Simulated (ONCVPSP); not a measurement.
# Mn (Z = 25): variants of one ONCV potential

Base potential:

```json
{
 "Element": "Mn (Z = 25)",
 "Generator": "ONCVPSP 4.0.1",
 "Type": "optimised norm-conserving Vanderbilt (ONCV)",
 "Functional": "PBEsol",
 "Relativity": "scalar-relativistic",
 "Frozen core": "[Ne] 3s2",
 "Valence charge": "13",
 "Reference configuration": "3p6 3d5.5 4s1.5",
 "Partial waves": "4s: rc 2.65 bohr, ncon 4, nbas 7, qcut 2.5 1/bohr, 2 projectors, debl 3 Ha; 3p: rc 1.15 bohr, ncon 3, nbas 6, qcut 12.1 1/bohr, 1 projector; 3d: rc 1.40 bohr, ncon 3, nbas 8, qcut 10.1 1/bohr, 1 projector",
 "Local potential": "polynomial inside 1.05 bohr (lpopt 5, dvloc0 0 Ha)",
 "Core correction": "polynomial model core, fcfact 0.75"
}
```

Cutoffs, loose and tight: the cutoffs (Ha) at which the residual kinetic energy of the hardest occupied pseudo-wave falls to 1 and 0.1 mHa per electron. They do not see the model core or the augmentation charge, which bear on the density cutoff. Test errors are all-electron minus pseudo excitation energies from the reference, over the configurations 3p6 3d5 4s2; 3p6 3d5 4s1; 3p6 3d5 4s0; 3p6 3d4 4s2. A dash means not determined; rows that change the core or the reference have their own tests.

A true bound ghost makes a file unfit for plane-wave use even where its test errors are small: the radial tests pick states by their node count and pass the ghost by.

```tsv
change	outcome	cutoff, loose	cutoff, tight	bound ghosts	GHOST(+) flags above zero	largest test error (meV)
base	generated	42 Ha	46 Ha	s	none	-61
s: qcut 1.6; p: qcut 7.7; d: qcut 6.4	generated	–	–	s	none	+86
s: qcut 2; p: qcut 9.8; d: qcut 8.1	generated	36 Ha	140 Ha	s	none	-35
p: qcut 12.3; d: qcut 10.2	generated	42 Ha	47 Ha	s	none	-62
s: qcut 2.8; p: qcut 13.3; d: qcut 11.1	generated	46 Ha	59 Ha	s	none	-97
s: qcut 3.2; p: qcut 15.4; d: qcut 12.9	generated	55 Ha	63 Ha	s	none	-137
s: qcut 3.5; p: qcut 16.8; d: qcut 14.1	generated	58 Ha	67 Ha	s	none	-155
```
